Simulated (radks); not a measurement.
All-electron atom: Fe3+ in [Ar] 3d5. All-electron calculation, scalar-relativistic Kohn-Sham, SCAN, spin-polarised, spherical densities, finite nucleus; open shells are filled with parallel spins first; meta-GGA in the generalised Kohn-Sham scheme; Fermi nuclear charge, rms radius 3.7377 fm. Program: a radial shooting solver on a logarithmic mesh with Libxc functionals.

Normalised radial functions P(r) = r R(r), r in bohr:

r         3s down  3p down   3d up
0.004485   0.1248   0.0041  0.0000
0.006428   0.1685   0.0081  0.0000
0.009213   0.2221   0.0157  0.0001
0.01321    0.2823   0.0302  0.0004
0.01893    0.3391   0.0570  0.0010
0.02713    0.3717   0.1044  0.0027
0.03889    0.3455   0.1827  0.0072
0.05574    0.2169   0.2998  0.0185
0.07989   -0.0410   0.4477  0.0451
0.1154    -0.3908   0.5800  0.1046
0.1654    -0.6398   0.5824  0.2180
0.2371    -0.5234   0.3222  0.4049
0.3399     0.0847  -0.2337  0.6551
0.4872     0.8793  -0.8670  0.8948
0.6983     1.2444  -1.1699  0.9988
1.001      0.9441  -0.9540  0.8814
1.435      0.4113  -0.4870  0.6008
2.056      0.0923  -0.1432  0.2943
2.947      0.0086  -0.0202  0.0902

3s down: eigenvalue -129.41 eV, 2 radial nodes at r = 0.0762, 0.327 bohr, <r> = 0.808 bohr, 90 % of the charge inside 1.21 bohr. 3p down: eigenvalue -93.811 eV, 1 radial node at r = 0.297 bohr, <r> = 0.851 bohr, 90 % of the charge inside 1.31 bohr. 3d up: eigenvalue -45.674 eV, 0 radial nodes, <r> = 0.971 bohr, 90 % of the charge inside 1.62 bohr.

Empty levels of this run are not shown, since the potential may be unsettled where no density lies.
